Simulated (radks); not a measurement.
Results of a calculation; reference values are marked as such.
Question: The table gives one normalised radial function P(r) = r R(r) of Li+ in [He] (r in bohr). Level of theory: non-relativistic Kohn-Sham, exchange-only LDA, spin-unpolarised, spherical densities, point nucleus (a radial shooting solver on a logarithmic mesh with Libxc functionals).

r             P
0.05441   0.0941
0.06753   0.1122
0.08315   0.1317
0.1032    0.1536
0.1281    0.1765
0.1577    0.1980
0.1957    0.2178
0.2429    0.2319
0.2991    0.2365
0.3712    0.2275
0.4606    0.1996
0.5717    0.1483
0.7039    0.0741
0.8736   -0.0285
1.084    -0.1523
1.335    -0.2811
1.657    -0.4076
2.056    -0.5054
2.532    -0.5530
3.142    -0.5416
3.9      -0.4697
4.84     -0.3552
5.959    -0.2331
7.396    -0.1243
9.179    -0.0523
11.3     -0.0172
14.03    -0.0038

Which n and l does it have? It may be an empty orbital.

Answer: n = 2, l = 0: the number of nodes gives n - l - 1 = 1, the rise at small r (about r^(l+1)) gives l, and the extent must fit the shell. The curve is that of 2s. 2s (empty): eigenvalue -6.181 eV, 1 radial node at r = 0.827 bohr, <r> = 3.41 bohr, 90 % of the charge inside 5.39 bohr.
